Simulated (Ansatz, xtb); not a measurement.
C4H5FN2Si: which of two isomers lies lower

Structure a: `N#C[C@@H]1[SiH2]N=C[C@H]1F`, a singlet. Structure b: `C=N[Si@H](F)/C=C\C#N`, a singlet. Both are isolated molecules in the gas phase, relaxed with PBE-D3(BJ)/def2-SVP; the shapes shown needn't be the lowest conformers.

a (Å):

```xyz
13

C     0.2684    2.0901   -3.1410
C     0.0684    0.9487   -2.2712
C     0.7710   -0.0976   -0.1287
C     1.2934    0.5153   -1.4343
F     2.0955   -0.3933   -2.1039
N     0.4112    3.0397   -3.8148
N    -0.4186    0.1119    0.2985
Si   -1.2916    1.1239   -0.8923
H    -0.2303    0.0652   -2.8791
H    -2.6124    0.5356   -1.2776
H    -1.4482    2.5342   -0.4118
H     1.4999   -0.7142    0.4464
H     1.9220    1.4029   -1.1825
```

b (Å):

```yaml
atoms:
  - { symbol: C, position_ang: [-0.5761, 2.9928, -0.2421] }
  - { symbol: C, position_ang: [1.8221, -0.0128, -0.4885] }
  - { symbol: C, position_ang: [0.9123, -0.7642, 0.1843] }
  - { symbol: C, position_ang: [-0.4828, -0.4467, 0.2287] }
  - { symbol: F, position_ang: [0.4426, 1.1068, -2.7355] }
  - { symbol: N, position_ang: [0.6436, 2.6456, -0.3613] }
  - { symbol: N, position_ang: [-1.6266, -0.1801, 0.2655] }
  - { symbol: Si, position_ang: [1.3977, 1.5416, -1.4678] }
  - { symbol: H, position_ang: [-0.8830, 3.6870, 0.5747] }
  - { symbol: H, position_ang: [-1.4012, 2.6413, -0.9075] }
  - { symbol: H, position_ang: [2.6309, 2.1734, -2.0209] }
  - { symbol: H, position_ang: [2.8715, -0.3551, -0.4490] }
  - { symbol: H, position_ang: [1.2099, -1.6693, 0.7439] }
```

Task: Which of the two would you expect CCSD(T)/def2-SVP + ΔMP2/def2-TZVPP electronic energies to favour?

Result: Structure b; the calculation gives E(b) − E(a) = −1.441 eV.

How the difference moves with the method:

```json
{"level": "GFN2-xTB", "geometry": "GFN2-xTB", "E(b) − E(a) (eV)": "−0.306", "departure from the last row (eV)": "+1.135", "job, with rough time for the two": "optimisation, 0.28 s"}
{"level": "HF/STO-3G", "geometry": "GFN2-xTB", "E(b) − E(a) (eV)": "+1.301", "departure from the last row (eV)": "+2.742", "job, with rough time for the two": "single point, 0.42 s"}
{"level": "r2SCAN-D4/def2-SVP", "geometry": "GFN2-xTB", "E(b) − E(a) (eV)": "−1.177", "departure from the last row (eV)": "+0.264", "job, with rough time for the two": "single point, 4.2 s"}
{"level": "PBE-D3(BJ)/def2-SVP", "geometry": "PBE-D3(BJ)/def2-SVP", "E(b) − E(a) (eV)": "−1.050", "departure from the last row (eV)": "+0.391", "job, with rough time for the two": "optimisation, 39 s"}
{"level": "HF/def2-SVP", "geometry": "PBE-D3(BJ)/def2-SVP", "E(b) − E(a) (eV)": "−1.346", "departure from the last row (eV)": "+0.096", "job, with rough time for the two": "part of the CCSD(T) run"}
{"level": "MP2/def2-SVP", "geometry": "PBE-D3(BJ)/def2-SVP", "E(b) − E(a) (eV)": "−1.288", "departure from the last row (eV)": "+0.153", "job, with rough time for the two": "part of the CCSD(T) run"}
{"level": "CCSD(T)/def2-SVP", "geometry": "PBE-D3(BJ)/def2-SVP", "E(b) − E(a) (eV)": "−1.283", "departure from the last row (eV)": "+0.158", "job, with rough time for the two": "single point"}
{"level": "CCSD(T)/def2-SVP + ΔMP2/def2-TZVPP", "geometry": "PBE-D3(BJ)/def2-SVP", "E(b) − E(a) (eV)": "−1.441", "departure from the last row (eV)": "", "job, with rough time for the two": "single point, 87 s"}
```

As drawn, b has 1 F–Si, 1 C=C, 1 C–H in place of 2 C–C, 1 C–F, 1 Si–H. Structure a has a 5-membered ring, b no ring.

HF/STO-3G puts the two in the other order. The largest departure from CCSD(T)/def2-SVP + ΔMP2/def2-TZVPP is that of HF/STO-3G, 2.742 eV. The last row adds to CCSD(T) the change of the MP2 difference between the two basis sets, here −0.158 eV, a large step that makes the value less sure.

With thermal terms from frequencies at re-optimised GFN2-xTB minima (ideal gas, soft modes damped towards free rotors, one conformer each, 298.15 K, 1 atm): on the last row, ΔE + ΔZPE = −1.466, ΔH = −1.418, ΔG = −1.534 eV.

The correlated steps freeze 12 core orbitals. Programs: Ansatz 0.2.0, xtb 6.7.1; the last row on 4 threads of Arm Neoverse V1 on a shared host.
